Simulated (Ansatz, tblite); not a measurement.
Potential energy curve for GaAl, lowest singlet found (which spin is the ground state isn't settled by this scan).

Computed with: RHF/aug-cc-pVDZ (Ansatz, an electronic-structure program); RMP2 = MP2 on RHF/aug-cc-pVDZ, cores with 3d frozen (Ansatz); GFN2-xTB, 300 K electronic temperature (tblite).

Energies are in kcal/mol, each relative to the lowest point of its own curve between 2.73 and 3.54 Å, where full CI is lowest.

```csv
R / Å,RHF,RMP2,GFN2-xTB
2.73,2.8,3.0,…
2.88,0.4,…,0.0
3.09,0.0,0.0,…
3.31,2.0,1.8,3.1
3.54,5.5,…,7.6
3.91,12.6,11.2,16.6
4.30,20.4,…,26.1
4.84,30.5,26.1,36.8
5.31,38.2,…,—
```

What belongs in the gaps?


- 2.73, GFN2-xTB: 0.7
- 2.88, RMP2: 0.5
- 3.09, GFN2-xTB: 0.4
- 3.54, RMP2: 4.9
- 4.30, RMP2: 17.9
- 5.31, RMP2: 31.6

A dash means that the run gave no value there, or that the column was ended at a point which the program doubted or which failed a test of continuity chosen for this set; such a test can also cut sound points.

The scan ran from 1.73 to 8.25 Å; beyond the distances shown full CI changes its symmetry label. The restricted form behind RHF, RMP2 keeps the bonding electrons paired and can't separate into open-shell fragments. The T1 diagnostic of CCSD on the restricted reference of RMP2 exceeds 0.045 at 4.84 to 5.31 Å.
